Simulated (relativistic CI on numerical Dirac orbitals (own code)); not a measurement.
# The 55-electron sequence from Cs to W19+

Calculated at this level of theory: Dirac-Coulomb-Breit CI, KLI orbitals optimised for each configuration, model QED (radiative potential, 1s self-energy scaled to tabulated hydrogen-like ionisation energies), unscaled Slater integrals (own radial code, finite nucleus).

Configuration list (outside the closed core [Kr] 4d10 5s2): 4f⁷, 5p⁶6s, 4f5p⁶. The list is cut by size and lacks configurations that can hold low levels.

Energies above each ion's lowest level, in eV. Levels are followed by their leading LS label, which can pass from one level to another where the coupling changes. † marks energies above the tabulated ionisation limit.

| Ion | 4f⁷ ⁸S°7/2 | 4f⁷ ⁶P°3/2 | 4f⁷ ⁶P°5/2 | 4f⁷ ⁶P°7/2 | 4f⁷ ⁶I°7/2 |
| --- | --- | --- | --- | --- | --- |
| Cs | 140.27† | 141.2† | 141.2† | 141.21† | 141.27† |
| Ba+ | 148.42† | 149.8† | 149.8† | 149.81† | 149.91† |
| La2+ | 144.19† | 146.1† | 146.11† | 146.11† | 146.25† |
| Ce3+ | 137.9† | 140.41† | 140.4† | 140.4† | 140.59† |
| Pr4+ | 123.08† | 126.17† | 126.17† | 126.17† | 126.39† |
| Nd5+ | 100.61† | 104.26† | 104.25† | 104.24† | 104.51† |
| Pm6+ | 71.613 | 75.777 | 75.759 | 75.741 | 76.049 |
| Sm7+ | 36.9 | 41.544 | 41.516 | 41.486 | 41.835 |
| Eu8+ | 0 | 5.095 | 5.0536 | 5.0103 | 5.4011 |
| Gd9+ | ? | ? | ? | ? | ? |
| Tb10+ | 0 | 5.9261 | 5.8476 | 5.7647 | 6.2486 |
| Dy11+ | 0 | 6.3132 | 6.2103 | 6.1008 | 6.6365 |
| Ho12+ | 0 | 6.685 | 6.5533 | 6.4118 | 7.003 |
| Er13+ | 0 | 7.0437 | 6.8784 | 6.6985 | 7.349 |
| Tm14+ | 0 | 7.391 | 7.1869 | 6.9611 | 7.6747 |
| Yb15+ | 0 | 7.7284 | 7.48 | 7.1993 | 7.98 |
| Lu16+ | 0 | 8.0574 | 7.7586 | 7.4124 | 8.2646 |
| Hf17+ | 0 | 8.3792 | 8.0236 | 7.5988 | 8.5285 |
| Ta18+ | 0 | 8.6952 | 8.2758 | 7.7565 | 8.772 |
| W19+ | 0 | 9.0068 | 8.5158 | 7.8829 | 8.9966 |

Q: Fill in the row of Gd9+.

A: 4f⁷ ⁸S°7/2 0, 4f⁷ ⁶P°3/2 5.5211, 4f⁷ ⁶P°5/2 5.463, 4f⁷ ⁶P°7/2 5.4019, 4f⁷ ⁶I°7/2 5.8377 (eV).

In the calculation the lowest level changes from 5p⁶6s ²S1/2 to 4f5p⁶ ²F°5/2 at Ce3+; from 4f5p⁶ ²F°5/2 to 4f⁷ ⁸S°7/2 at Eu8+.

Between Z = 71 and 74 the energy of 4f⁷ ⁶P°3/2 follows a local power law Z^2.7. For orientation: electrostatic splittings inside a shell grow about linearly with the screened charge, excitations that change n as its square, and fine structure as its fourth power; written in Z itself the exponents are larger, since the screened charge grows faster in proportion.

For La2+ NIST ASD gives another ground level, 5p6 5d 2D3/2.

For Nd5+ NIST ASD gives another ground level, 4f2 5s2 5p5 °.

For Pm6+ NIST ASD gives another ground level, 4f3 5s2 5p4 °.

For Sm7+ NIST ASD gives another ground level, 4f4 5s2 5p3 °.

For Eu8+ NIST ASD gives another ground level, 4f5 5s2 5p2 °.

For Tb10+ NIST ASD gives another ground level, 4f6 5s2 5p °.

For Tm14+ NIST ASD gives another ground level, 4f9 6H°15/2.

For Yb15+ NIST ASD gives another ground level, 4f9 6H°15/2.

For Lu16+ NIST ASD gives another ground level, 4f9 6H°15/2.

For Hf17+ NIST ASD gives another ground level, 4f9 6H°15/2.

For Ta18+ NIST ASD gives another ground level, 4f9 6H°15/2.

For W19+ NIST ASD gives another ground level, 4d10 4f9 6H°15/2.

The members near neutrality are the least accurate: they can be off by several eV, miss lower levels of configurations outside the list, or start from a wrong lowest level.
